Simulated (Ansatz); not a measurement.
```yaml
crystal:
  periodic: [false, false, false]
  atoms:
    - {symbol: Mg, position_ang: [-1.600856, -1.717985, -1.646660]}
    - {symbol: Mg, position_ang: [2.464597, 0.910070, 3.067752]}
    - {symbol: Mg, position_ang: [2.260818, -0.540333, 0.574258]}
    - {symbol: Mg, position_ang: [-0.372704, 0.585377, -0.225709]}
    - {symbol: S, position_ang: [-2.720182, -0.195087, 0.048239]}
    - {symbol: S, position_ang: [1.364238, 1.711524, 1.041020]}
    - {symbol: S, position_ang: [0.806178, -1.522096, -0.987503]}
    - {symbol: S, position_ang: [-2.202089, 0.768541, -1.871396]}
basis:
  gaussian: {orbitals: def2-TZVPD, initial_orbitals: start.molden}
total_charge: -1
magnetization: {spin_polarized: true, initial_magnetization: 1}
hamiltonian: {xc: {name: CAM-B3LYP}, dispersion: d4}
scf: {omitted_lower_state_checks: [starts]}
output: {orbitals: {seedname: orbitals}}
```

The file start.molden holds the orbitals of an earlier run on this structure, at another level or in another basis.

```sh
$ ansatz run in.yaml --threads 4 --pin off --events-out ev --progress --plain --max-ram 4787MiB
```

Q: Does this run fit into the memory that it is given?

A: No. It has 324 basis functions, and Ansatz plans for 7 GiB where 5 GiB are given.
